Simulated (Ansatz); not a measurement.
AuClH2O (`[OH2+][Au-][Cl]`). The species carries charge 0 and has multiplicity 1. Au: def2 effective core potential.

Cartesian coordinates in Å:
```
O -0.1804 -0.6337 0.9695
Au 0.3500 0.2883 -0.8943
Cl 0.9061 1.2294 -2.8216
H -1.1261 -0.8066 1.0254
H 0.0504 -0.0774 1.7210
```

**Question.** What are the harmonic wavenumbers in cm⁻¹ at PBE0-D4/def2-TZVP (Ansatz, finite differences of forces, unscaled)? (An estimate is asked.)

**Answer.** Ansatz gave: 120, 121, 352, 396, 508, 648, 1622, 3812, 3907.

**Question.** Is this a minimum?

**Answer.** Yes, all 9 modes are real.

**Question.** Give the ideal-gas thermochemistry at 298.15 K and 1 bar (rigid rotor, harmonic oscillator; point group Cs, symmetry number 1).

**Answer.** Zero-point energy 68.7 kJ/mol; H(298) − E = 85.0 kJ/mol; entropy 313.3 J/(mol·K), of which translation 177.7, rotation 96.5, vibration 39.1; G(298) − E = -8.5 kJ/mol.

**Question.** And at 400, 500, 600, 800 and 1000 K?

**Answer.** 
| T (K) | H − E (kJ/mol) | S (J/mol/K) | G − E (kJ/mol) |
| --- | --- | --- | --- |
| 400 | 92.5 | 335.1 | -41.5 |
| 500 | 100.4 | 352.6 | -75.9 |
| 600 | 108.5 | 367.4 | -111.9 |
| 800 | 125.3 | 391.6 | -187.9 |
| 1000 | 142.9 | 411.1 | -268.3 |

**Question.** Rotational constants (cm⁻¹)?

**Answer.** 10.71, 0.0662, 0.06599.
